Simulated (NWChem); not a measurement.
Molecule: MoO2Cl, doublet; SMILES [Mo]([Cl])(=[O])=[O]

```xyz
4

Mo     0.0000     0.0000    -0.2803
O      0.0000     1.4077    -1.2277
O      0.0000    -1.4077    -1.2277
Cl     0.0000     0.0000     2.0113
```
Atoms are numbered in this order, from 1.

This is a stationary point of PBE-D3(BJ)/def2-SVP with def2 effective core potentials on Mo, spin-unrestricted (NWChem), point group C2v. This spin state was assumed; another may lie lower. def2 effective core potentials on Mo; no spin-orbit coupling.

Problem. Is it a minimum? If not, what does it relax to?

Solution. No. It has an imaginary frequency of 101i cm⁻¹. Following that mode (on a finer grid) lowers the energy by 1.4 kcal/mol and ends, with real frequencies alone, at point group Cs:
```xyz
4

Mo     0.1805     0.0000    -0.3599
O     -0.2938     1.3877    -1.2059
O     -0.2938    -1.3877    -1.2059
Cl    -0.1194     0.0000     1.8993
```
